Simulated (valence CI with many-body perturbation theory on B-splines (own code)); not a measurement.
Ta XXXV in brief

Computed by relativistic CI+MBPT: three valence electrons over a frozen Dirac-Fock core [Kr], radial functions for each j: 7 s, 7 p, 8 d, 6 f, 4 g, 1 h, with the one-electron correlation potential Σ1 (screened to all orders), the two-electron term Σ2, the three-electron term Σ3, Breit, model QED; selected single and double excitations, second order for the rest, scaled by the run's own slope (own B-spline code, finite nucleus).

No measured spectrum was set against this ion. As an estimate, large intervals hold to a few tenths of a per cent, small ones and those within an open d or f shell to about a per cent. The list stops below the first excitations out of the core.

Levels are named by their leading jj configuration (3d3/2^4 stands for four electrons in 3d with j = 3/2), which in mixed levels can hold well under half, so a name can repeat and another be missing.

Rates and lifetimes use the calculated energies. Strong lines usually hold to 10 to 20 %, long lifetimes can be off by a factor of two.

Task: What is the ground level?

Result: (4d3/2^3) J=3/2, composition 51 % 4d³ ⁴F + 35 % 4d³ ²D + 9 % 4d³ ²P, g = 0.681.

Task: What is the ionisation energy?

Result: 1435.6 eV; NIST lists 1434 ± 5 eV (theoretical).

Task: How well does LS coupling describe the low levels?

Result: Among the lowest 19 levels the leading LS term, summed over configurations, holds 58 % on average. For single configurations the figures are 58 % in LS and 95 % in jj coupling. Terms mix most in the J = 3/2 level at 130620 cm⁻¹, where the leading one holds 40 %.

Task: Name the longest-lived excited levels whose lifetime is computed, and their main decay.

Result: (4d3/2^2 4d5/2) J=9/2 at 144360 cm⁻¹ lives 3.75 s, mostly by M1 to (4d3/2^2 4d5/2) J=7/2.
